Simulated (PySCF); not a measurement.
**Electron correlation in Cd³²⁺ (cadmium, charge +32)**

[Ne] 3s2 3p4, high-spin 3P determinant. Calculation: PySCF 2.14, in an even-tempered Gaussian basis (16 s from 4.4 bohr⁻², ratio 2.5; 11 p from 5.7 bohr⁻², ratio 2.5; 5 d from 27 bohr⁻², ratio 2.7; 4 f from 41 bohr⁻², ratio 2.7); no relativity, point nucleus. Frozen: 1s2; 14 electrons correlated; the 17 highest virtual orbitals of each spin left out.

| level | correlation energy (mhartree) |
| --- | --- |
| CCSD | -562.00 |
| (T) | -1.57 |
| CCSD(T) | -563.57 |

Diagnostics: T1 = 0.00093, D1 = 0.0044, largest double amplitude 0.025.

A non-relativistic calculation at this Z misses sizeable relativistic shifts. Spin-orbit coupling is strong in this species (close to jj coupling), so the high-spin LS determinant is a model state, not a physical level.

Cost of the coupled-cluster step: of the order of 90 core-seconds, for 14 correlated electrons.

Iterations:

```
CC2 = 0
CCSD nocc = (np.int64(8), np.int64(6)), nmo = (84, 84)
frozen orbitals [[0, 85, 86, 87, 88, 89, 90, 91, 92, 93, 94, 95, 96, 97, 98, 99, 100, 101], [0, 85, 86, 87, 88, 89, 90, 91, 92, 93, 94, 95, 96, 97, 98, 99, 100, 101]]
max_cycle = 100
direct = 0
conv_tol = 1e-08
conv_tol_normt = 1e-06
diis_space = 8
diis_start_cycle = 0
Init t2, MP2 energy = -0.543353026126542
Init E_corr(UCCSD) = -0.543353026127566
cycle = 1  E_corr(UCCSD) = -0.557910638104332  dE = -0.014557612  norm(t1,t2) = 0.0120251
cycle = 2  E_corr(UCCSD) = -0.561093581316124  dE = -0.00318294321  norm(t1,t2) = 0.00289279
cycle = 3  E_corr(UCCSD) = -0.562008307024086  dE = -0.000914725708  norm(t1,t2) = 0.000749243
cycle = 4  E_corr(UCCSD) = -0.561996748878173  dE = 1.15581459e-05  norm(t1,t2) = 3.84654e-05
cycle = 5  E_corr(UCCSD) = -0.56199683051389  dE = -8.16357172e-08  norm(t1,t2) = 2.54738e-06
cycle = 6  E_corr(UCCSD) = -0.561996905722075  dE = -7.52081855e-08  norm(t1,t2) = 1.87154e-07
cycle = 7  E_corr(UCCSD) = -0.561996901528736  dE = 4.19333879e-09  norm(t1,t2) = 2.408e-08
UCCSD converged
E(UCCSD) = -4687.541592440755  E_corr = -0.5619969015287365
UCCSD(T) correction = -0.00156631492095519
```

At this charge a non-relativistic calculation is a model, useful for the Z dependence of the correlation energy.

Spin-orbit coupling is strong in this species, so the high-spin LS determinant is a model state.
